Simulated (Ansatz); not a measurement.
`[CH3][Sn]([F])([F])[F]` and `[F][Sn]([F])([F])[F]` differ in one atom or group.

Ansatz, PBE0-D4/def2-TZVP geometries, multiplicity 1. 

Elements past krypton have def2 core potentials.

| property | `[CH3][Sn]([F])([F])[F]` |
| --- | --- |
| size of the dipole moment (ωB97M-V/def2-TZVPP) / D | 4.65 |
| LUMO energy (B3LYP/def2-TZVPP) / eV | -2.20 |
| HOMO energy (PBE0/def2-TZVPP) / eV | -10.20 |
| LUMO energy (PBE0/def2-TZVPP) / eV | -1.82 |
| size of the dipole moment (PBE/def2-TZVPP) / D | 4.50 |
| HOMO–LUMO gap (PBE0/def2-TZVPP) / eV | 8.38 |

Give the same properties after the change, and the shifts. (Best estimate.)

Computed: 
| property | `[F][Sn]([F])([F])[F]` | shift |
| --- | --- | --- |
| size of the dipole moment (ωB97M-V/def2-TZVPP) / D | 0.00 | -4.65 |
| LUMO energy (B3LYP/def2-TZVPP) / eV | -4.01 | -1.81 |
| HOMO energy (PBE0/def2-TZVPP) / eV | -12.43 | -2.23 |
| LUMO energy (PBE0/def2-TZVPP) / eV | -3.61 | -1.79 |
| size of the dipole moment (PBE/def2-TZVPP) / D | 0.00 | -4.50 |
| HOMO–LUMO gap (PBE0/def2-TZVPP) / eV | 8.82 | 0.44 |

With PBE0 the HOMO falls by 2.23 eV and the LUMO falls by 1.79 eV, so the gap widens by about 0.44 eV. PBE moves the HOMO by -1.60 eV and ωB97M-V by -2.54 eV. The zero-point energy changes by -89.5 kJ/mol with -9 modes.

B3LYP here is the variant with VWN-RPA as its local correlation; programs differ in this.
